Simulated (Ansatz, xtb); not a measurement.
AlH6PSi2: which of two structures lies lower

Structure a: a singlet given by its coordinates. Structure b: a singlet given by its coordinates. Both are isolated molecules in the gas phase, relaxed with r2SCAN-D4/def2-SVP.

a (Å):

```xyz
10

Al   -1.8856    3.4143    0.4611
P    -0.2133    1.9937   -0.6811
Si   -1.2014    1.3635    1.6188
Si    0.9917    1.0810    1.0143
H    -3.3150    3.3672   -0.2260
H    -1.1040    4.7138    0.9272
H    -1.8244    0.0594    1.1897
H     2.0304    2.0415    1.4715
H     1.5420   -0.2612    0.6793
H    -0.7849    0.8239   -1.2568
```

Close contacts (Å): Al1–P2 2.47, Al1–Si3 2.45, P2–Si4 2.27, Si3–Si4 2.29, Al1–H5 1.59, Al1–H6 1.59, P2–H10 1.42, Si3–H7 1.51, Si4–H8 1.49, Si4–H9 1.49.

b (Å):

| atom | x (Å) | y (Å) | z (Å) |
| --- | --- | --- | --- |
| Al | 1.0628 | 3.2354 | 1.3330 |
| P | 1.4541 | 2.5371 | -0.8316 |
| Si | -0.3139 | 1.4254 | -0.8846 |
| Si | -2.0520 | 1.0248 | 0.6667 |
| H | -0.2424 | 2.7755 | 2.1263 |
| H | 2.1132 | 4.1923 | 2.0437 |
| H | -0.6137 | 0.6906 | -2.1581 |
| H | -1.5453 | 0.3363 | 1.8888 |
| H | -3.0163 | 0.1215 | -0.0361 |
| H | -2.7535 | 2.2875 | 1.0384 |

Close contacts (Å): Al1–P2 2.31, P2–Si3 2.09, Si3–Si4 2.36, Al1–H5 1.60, Al1–H6 1.59, Si3–H7 1.50, Si4–H8 1.49, Si4–H9 1.50, Si4–H10 1.49.

Q: Estimate E(b) − E(a) at the level CCSD(T)/def2-SVP + ΔMP2/def2-TZVPP.

A: Calculated at CCSD(T)/def2-SVP + ΔMP2/def2-TZVPP: E(b) − E(a) = +0.271 eV, so structure a lies lower.

The same difference at several levels:

```json
{"level": "r2SCAN-D4/def2-SVP", "geometry": "r2SCAN-D4/def2-SVP", "E(b) − E(a) (eV)": "+0.424", "departure from the last row (eV)": "+0.153", "job, with rough time for the two": "optimisation, 11 s"}
{"level": "HF/def2-SVP", "geometry": "r2SCAN-D4/def2-SVP", "E(b) − E(a) (eV)": "−0.018", "departure from the last row (eV)": "−0.289", "job, with rough time for the two": "part of the CCSD(T) run"}
{"level": "MP2/def2-SVP", "geometry": "r2SCAN-D4/def2-SVP", "E(b) − E(a) (eV)": "+0.223", "departure from the last row (eV)": "−0.048", "job, with rough time for the two": "part of the CCSD(T) run"}
{"level": "CCSD(T)/def2-SVP", "geometry": "r2SCAN-D4/def2-SVP", "E(b) − E(a) (eV)": "+0.224", "departure from the last row (eV)": "−0.047", "job, with rough time for the two": "single point"}
{"level": "CCSD(T)/def2-SVP + ΔMP2/def2-TZVPP", "geometry": "r2SCAN-D4/def2-SVP", "E(b) − E(a) (eV)": "+0.271", "departure from the last row (eV)": "", "job, with rough time for the two": "single point, 15 s"}
```

HF/def2-SVP finds them nearly level. The largest departure from CCSD(T)/def2-SVP + ΔMP2/def2-TZVPP is that of HF/def2-SVP, 0.289 eV. Levels run at GFN2-xTB geometries aren't shown. The last row adds to CCSD(T) the change of the MP2 difference between the two basis sets, here +0.047 eV.

With harmonic frequencies from r2SCAN-D4/def2-SVP (ideal gas, rigid rotor, one conformer each, 600 K, 1 atm): on the last row, ΔE + ΔZPE = +0.254, ΔH = +0.270, ΔG = +0.119 eV.

The correlated steps freeze 20 core orbitals. Mirror images aren't counted in ΔG. Programs: Ansatz 0.2.0; the last row on 2 threads of Intel(R) Xeon(R) 6975P-C (Granite Rapids) on a shared host.
